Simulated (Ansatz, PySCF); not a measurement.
AlGeH5O2, SMILES [OH][Al]([OH])[GeH3].

Geometry optimised at PBE0-D3(BJ)/def2-SVP. The structure was generated by enumeration; whether it is a known compound was not checked. Other conformers were not sampled.

Vertical ionisation energy (IE) and electron affinity (EA) in eV. Rows of orbital energies are one-electron estimates. Where ΔSCF, EOM or ADC give a negative EA the extra electron is unbound and the value depends on the basis.

```tsv
level	IE	EA
−ε(HOMO), −ε(LUMO), HF/def2-TZVP (PySCF)	10.56	-2.12
−ε(HOMO), −ε(LUMO), PBE/def2-TZVP (PySCF)	6.95	1.34
ΔSCF, CAM-B3LYP/def2-SVPD (Ansatz), final states of multiplicity 2 and 2	[?]	[?]
ΔSCF, PBE/def2-SVPD (Ansatz), final states of multiplicity 2 and 2	10.01	-0.23
```

**Question.** Complete the blanks. (An estimate is asked for; the answer gives what the named calculation found.)

**Answer.** 
- ΔSCF, CAM-B3LYP/def2-SVPD (Ansatz, a quantum-chemistry and plane-wave program), final states of multiplicity 2 and 2, IE: 10.36
- ΔSCF, CAM-B3LYP/def2-SVPD (Ansatz), final states of multiplicity 2 and 2, EA: -0.45

**Question.** What vertical singlet–triplet gap does ΔSCF give with CAM-B3LYP/def2-SVPD (Ansatz) and with PBE/def2-SVPD (Ansatz)? (An estimate is asked for; the answer gives what the named calculation found.)

**Answer.** 5.49 and 5.16 eV (triplet above singlet where positive).
